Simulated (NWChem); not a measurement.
System: CH₆AlN; SMILES C[NH][AlH2]

Excerpt of the output:

```
             Northwest Computational Chemistry Package (NWChem) 7.3.0
             --------------------------------------------------------

 C1  symmetry detected

                             Geometry "geometry" -> ""
                             -------------------------

 Output coordinates in angstroms (scale by  1.889725989 to convert to a.u.)

  No.       Tag          Charge          X              Y              Z
 ---- ---------------- ---------- -------------- -------------- --------------
    1 Al                  13.0000     0.09884753    -1.23306665     0.00002758
    2 H                    1.0000    -0.99639549    -2.38219970     0.00197485
    3 H                    1.0000     1.66932679    -1.46811324    -0.00155960
    4 N                    7.0000    -0.49040151     0.44413131    -0.00026258
    5 C                    6.0000     0.25548154     1.68053236     0.00020126
    6 H                    1.0000    -1.49377479     0.60676245    -0.00134224
    7 H                    1.0000     0.04712567     2.30559728     0.88852834
    8 H                    1.0000     0.05163712     2.30379361    -0.89047305
    9 H                    1.0000     1.33698417     1.47191276     0.00314357

 Effective nuclear repulsion energy (a.u.)     100.2720006388

  xc_inp: hfexch multiplicative factor not found.

                                 NWChem DFT Module
                                 -----------------

 Summary of "ao basis" -> "ao basis" (spherical)
 ------------------------------------------------------------------------------
       Tag                 Description            Shells   Functions and Types
 ---------------- ------------------------------  ------  ---------------------
 Al                          3-21g                   7       13   4s3p
 H                           3-21g                   2        2   2s
 N                           3-21g                   5        9   3s2p
 C                           3-21g                   5        9   3s2p

            General Information
            -------------------
          SCF calculation type: DFT
          Wavefunction type:  closed shell.
          No. of atoms     :     9
          No. of electrons :    32
           Alpha electrons :    16
            Beta electrons :    16
          Charge           :     0
          Spin multiplicity:     1
          Use of symmetry is: off; symmetry adaption is: off
          Maximum number of iterations: 150
          AO basis - number of functions:    43
                     number of shells:    29
          Convergence on energy requested:  1.00D-06
          Convergence on density requested:  1.00D-05
          Convergence on gradient requested:  5.00D-04

              XC Information
              --------------
                     Hartree-Fock (Exact) Exchange  1.000

[...]

                                NWChem TDDFT Module
                                -------------------

            General Information
            -------------------
           No. of orbitals :      86
            Alpha orbitals :      43
             Beta orbitals :      43
        Alpha frozen cores :       0
         Beta frozen cores :       0
     Alpha frozen virtuals :       0
      Beta frozen virtuals :       0
         Spin multiplicity :       1
    Number of AO functions :      43
        Use of symmetry is : off
      Symmetry adaption is : off
         Schwarz screening :  0.10D-07

              XC Information
              --------------
              Hartree-Fock (Exact) Exchange   1.00

             TDDFT Information
             -----------------
          Calculation type : CIS
         Wavefunction type : Restricted singlets
          No. of electrons :      32
           Alpha electrons :      16
            Beta electrons :      16
              No. of roots :       6
          Max subspacesize :    5200
            Max iterations :     100
               Target root :       1
           Target symmetry : none
      Symmetry restriction : off
                 Algorithm : Optimal
        Davidson threshold :  0.10D-03

    6 smallest eigenvalue differences (eV)
--------------------------------------------------------
  No. Spin  Occ  Vir  Irrep   E(Occ)    E(Vir)   E(Diff)
--------------------------------------------------------
    1    1   16   17 a        -0.356     0.080    11.846
    2    1   15   17 a        -0.419     0.080    13.555
    3    1   16   18 a        -0.356     0.163    14.115
    4    1   14   17 a        -0.458     0.080    14.637
    5    1   16   19 a        -0.356     0.189    14.837
    6    1   16   20 a        -0.356     0.221    15.698
--------------------------------------------------------

  Entering Davidson iterations
  Restricted singlet excited states

  Iter   NTrls   NConv    DeltaV     DeltaE      Time
  ----  ------  ------  ---------  ---------  ---------
    1      6       0     0.14E+00   0.10+100        0.9
    2     12       0     0.42E-01   0.20E-01        0.8
    3     18       0     0.26E-01   0.38E-02        0.9
    4     24       0     0.28E-01   0.42E-02        0.9
    5     30       1     0.96E-02   0.14E-02        0.9
    6     35       2     0.48E-02   0.11E-03        0.9
    7     39       4     0.18E-02   0.18E-04        0.9
    8     41       4     0.60E-03   0.17E-05        0.8
    9     43       4     0.99E-01   0.14E-02        0.8
   10     45       5     0.20E-01   0.37E-02        0.8
   11     46       5     0.70E-02   0.21E-03        0.8
   12     47       5     0.33E-02   0.28E-04        0.8
   13     48       5     0.11E-02   0.64E-05        0.9
   14     49       5     0.32E-03   0.63E-06        0.8
   15     50       5     0.15E-03   0.86E-07        0.9
   16     51       6     0.79E-04   0.23E-07        0.8
  ----  ------  ------  ---------  ---------  ---------
  Convergence criterion met

  Ground state a        -335.878888994004 a.u.

[...]
```

Level: Hartree-Fock/3-21G, CIS. STO-3G and 3-21G are far too small for this property and stand as cheap habits. All runs use the structure optimised with PBE0/def2-SVP.

Task: Write an input that gives this output.

Result: This is not unique; one that fits is the input that was run:
```
start job
memory heap 200 mb stack 900 mb global 1100 mb
geometry units angstroms noautoz
  Al     0.081395    -1.238512     0.000549
  H     -1.017807    -2.383858     0.002859
  H      1.651054    -1.478977    -0.000775
  N     -0.502063     0.440709    -0.000501
  C      0.248082     1.674529    -0.000473
  H     -1.504869     0.606801    -0.001754
  H      0.041792     2.300679     0.887572
  H      0.046482     2.298119    -0.891428
  H      1.328858     1.462180     0.002670
end
basis spherical
  * library 3-21g
end
dft
  xc hfexch
  iterations 150
end
tddft
  cis
  nroots 6
  notriplet
end
task tddft energy
```
